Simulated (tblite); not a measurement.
Compound: C₈H₆N (doublet state).
SMILES with atom numbers: `[CH2:1]=[C:2]1[CH:3]=[C:4][C:5]([CH2:6][C:7]#[N:8])=[CH:9]1` (hydrogens: H10, H11 on C1; H12 on C3; H13, H14 on C6; H15 on C9)

Structure used (GFN2-xTB), in Å, numbered top down from 1:
```
atom  x, y, z in Å
C1    -2.5617    0.9801    0.1133
C2    -1.4915    0.1975   -0.0109
C3    -1.4979   -1.2614   -0.2631
C4    -0.2231   -1.6253   -0.3133
C5     0.6821   -0.5051   -0.1101
C6     2.1719   -0.6345   -0.1170
C7     2.8262    0.6294    0.1074
N8     3.3394    1.6348    0.2857
C9    -0.0835    0.5908    0.0719
H10   -3.5632    0.5912    0.0361
H11   -2.4609    2.0378    0.2974
H12   -2.3870   -1.8478   -0.3744
H13    2.5042   -1.0370   -1.0812
H14    2.4862   -1.3379    0.6632
H15    0.2543    1.5953    0.2485
```

All values are computed: GFN2-xTB (tblite) harmonic vibrations without scaling, gas phase. This tight-binding method is rough: wavenumbers can miss measured ones by several per cent, in bad cases by 10 to 20. One conformer, not necessarily the lowest. Open shells enter through the occupations alone, without spin polarisation, and single modes of such species can be off by tens of per cent.

Harmonic wavenumbers (cm⁻¹): 30.6, 102.0, 131.3, 236.1, 260.4, 369.0, 370.5, 464.0, 470.7, 570.8, 621.2, 650.1, 682.2, 781.0, 800.8, 894.7, 898.3, 904.9, 926.2, 943.7, 999.0, 1110.5, 1118.2, 1151.5, 1200.7, 1220.0, 1312.5, 1389.2, 1399.5, 1561.5, 1613.3, 1678.4, 2415.4, 2919.6, 2940.2, 3090.5, 3124.4, 3139.5, 3172.0.

A = 4047, B = 1048, C = 836.5 MHz; mass 116.050 u (most abundant isotopes); point group Cs, symmetry number 1; spin multiplicity 2.

Task: What is the zero-point energy?

Result: Half the sum of the wavenumbers: 23832 cm⁻¹ = 68.14 kcal/mol.

Task: What is S at 500 K and 1 bar for an ideal gas of classical rigid rotors and harmonic oscillators?

Result: Translation 42.76, rotation 30.44, vibration 39.05, spin (R ln 2) 1.38: S = 113.6 cal/(mol K).

Task: And Cp and H(500 K) − H(0)?

Result: Cp = 47.83 cal/(mol K), of which vibrations give 39.88 (their classical limit is 39 R = 77.5); H(500 K) − H(0) = 14.12 kcal/mol without the zero-point energy, 10.15 from vibrations.

Task: Which modes carry the vibrational entropy at 500 K?

Result: 30.6 cm⁻¹: 6.82; 102.0 cm⁻¹: 4.43; 131.3 cm⁻¹: 3.93; 236.1 cm⁻¹: 2.79; 260.4 cm⁻¹: 2.61; 369.0 cm⁻¹: 1.96 cal/(mol K); the other 33 give 16.51 together.

Task: What must be added to the electronic energy to get the Gibbs energy at 500 K and 1 bar?

Result: ZPE + [H(500 K) − H(0)] − T·S = 68.14 + 14.12 − 56.81 = 25.45 kcal/mol.

Task: How do the functions run with temperature in this model?

Result: 
| T (K) | S (cal/(mol K)) | Cp (cal/(mol K)) | H − H(0) (kcal/mol) | G − H(0) (kcal/mol) | ln q(vib) |
| --- | --- | --- | --- | --- | --- |
| 50 | 59.3 | 11.7 | 0.49 | -2.48 | 0.61 |
| 100 | 68.5 | 15.4 | 1.16 | -5.69 | 1.53 |
| 298.15 | 92.9 | 32.7 | 5.89 | -21.80 | 5.33 |
| 373.15 | 100.9 | 39.0 | 8.59 | -29.07 | 6.85 |
| 750 | 135.4 | 59.4 | 27.65 | -73.90 | 14.44 |
| 1000 | 153.6 | 66.7 | 43.48 | -110.09 | 19.10 |

q(vib) and H(0) count from the zero-point level.

Task: Blend soft modes into free rotors: weight 1/[1 + (100 cm⁻¹/ν̃)⁴] for the oscillator and the rest for a rotor with moment μB/(μ + B), μ = h/(8π²ν), B = 10⁻⁴⁴ kg m². What vibrational entropy results?

Result: 36.06 cal/(mol K) in place of 39.05, which changes −T·S at 500 K by +1.49 kcal/mol.

Hindered rotation and anharmonicity are outside this model. Other conformers, if any are populated, would add a mixing term that is left out.
